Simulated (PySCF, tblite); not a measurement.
Isomers of C6H9S2 (doublet state), one GFN2-xTB conformer each. Single-point energies are computed at B3LYP/pcH-1 (PySCF, gas phase, no added dispersion term), electronic only. GFN2-xTB treats the open shell by occupation alone, and not every SCF solution was tested for stability.

```tsv
SMILES	GFN2-xTB relative energy (kJ/mol)
CS[C@]1(C)[CH]CC1=S	37.9
[CH2]S[C@@]1(C)CCC1=S	0.0
```

Conformers: `[CH3:1][S:2][C@:3]1([CH3:4])[CH:5][CH2:6][C:7]1=[S:8]` (doublet state) with C1–S2–C3–C4 -59°; `[CH2:1][S:2][C@@:3]1([CH3:4])[CH2:5][CH2:6][C:7]1=[S:8]` (doublet state) with H–C1–S2–C3 -156° and 37°, C1–S2–C3–C4 -91°.

What does B3LYP/pcH-1 give for the same structures?

| SMILES | B3LYP/pcH-1 E (Eh) | B3LYP/pcH-1 (kJ/mol) | GFN2-xTB (kJ/mol) | point group |
| --- | --- | --- | --- | --- |
| [CH2]S[C@@]1(C)CCC1=S | -1030.36728 | 0.0 | 0.0 | C1 |
| CS[C@]1(C)[CH]CC1=S | -1030.35934 | 20.8 | 37.9 | C1 |

Both levels put the same isomer lowest. Neighbours under 21 kJ/mol apart ([CH2]S[C@@]1(C)CCC1=S and CS[C@]1(C)[CH]CC1=S) can change places with a better method, another conformer or zero-point energy.

What happens when harmonic zero-point energies from GFN2-xTB frequencies are added?

```tsv
SMILES	ZPE (kJ/mol)	electronic (kJ/mol)	with ZPE (kJ/mol)
[CH2]S[C@@]1(C)CCC1=S	339.9	0.0	0.0
CS[C@]1(C)[CH]CC1=S	335.4	20.8	16.3
```

The zero-point energies span 4.5 kJ/mol. The order is unchanged.
